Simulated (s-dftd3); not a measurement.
C₄H₉O, charge +1, singlet, geometry from GFN2-xTB; D3(zero) for revpbe (s-dftd3).

Here is a job for s-dftd3.
```
$ s-dftd3 mol.xyz --zero revpbe --json dftd3.json --noedisp --grad

# file mol.xyz
14

C     -0.00447944    -1.28472879     0.09392042
C      1.23954683    -0.37690799     0.08282651
C      0.68440553     1.04470378    -0.06175191
O     -0.74163892     0.90458995    -0.37031417
C     -1.15092608    -0.31491245     0.32720489
H     -0.12187878    -1.80153494    -0.85891324
H      0.04576841    -2.03792154     0.87515177
H      1.90529941    -0.63552379    -0.73769529
H      1.80459289    -0.46948605     1.00710049
H      1.15957586     1.63391109    -0.84446657
H      0.72977715     1.59910521     0.87765499
H     -0.83620533     0.74778215    -1.33255069
H     -2.11628290    -0.64158325    -0.05666754
H     -1.24881633    -0.04039584     1.37970000
```

What the program printed (banner, timings and long lists left out):

```
-----------------------------------
 s i m p l e   D F T - D 3  v1.4.0
-----------------------------------

Zero (Chai-Head-Gordon) damping: revpbe-D3(0)
--------------------
  s6         1.0000
  s8         1.0100
  s9         0.0000
 rs6         0.9230
 rs8         1.0000
 alp        14.0000
--------------------

Dispersion energy:      -1.4990150884572E-02 Eh

Gradient norm:           2.1110961374663E-03 Eh/a0
--------------------------------------------------
     #    Z           dE/dx      dE/dy      dE/dz
--------------------------------------------------
     1    6 C    -2.005E-04  7.326E-04  1.496E-05
     2    6 C    -5.861E-04  3.355E-04 -1.370E-04
     3    6 C     2.408E-04 -2.339E-04 -1.171E-05
     4    8 O     5.504E-04 -3.479E-04  9.681E-04
     5    6 C    -3.130E-05 -4.074E-04 -2.350E-04
     6    1 H     2.029E-04 -6.069E-04  1.672E-04
     7    1 H     8.961E-05 -1.123E-04 -6.675E-05
     8    1 H     1.781E-04 -7.154E-05  1.157E-04
     9    1 H     1.983E-04 -5.578E-05 -1.167E-04
    10    1 H    -5.445E-04 -8.921E-05  1.382E-04
    11    1 H     8.682E-05  1.221E-04 -3.758E-04
    12    1 H    -9.703E-05  1.939E-04  2.505E-06
    13    1 H     2.450E-04  5.110E-04 -5.125E-05
    14    1 H    -3.327E-04  2.980E-05 -4.125E-04
--------------------------------------------------

Virial:
--------------------------------------------------
      component           x          y          z
--------------------------------------------------
          x      -1.599E-03 -9.144E-04 -2.482E-04
          y      -9.144E-04 -4.521E-04  8.737E-04
          z      -2.482E-04  8.737E-04 -3.525E-03
--------------------------------------------------

[Info] JSON dump of results written to 'dftd3.json'
```
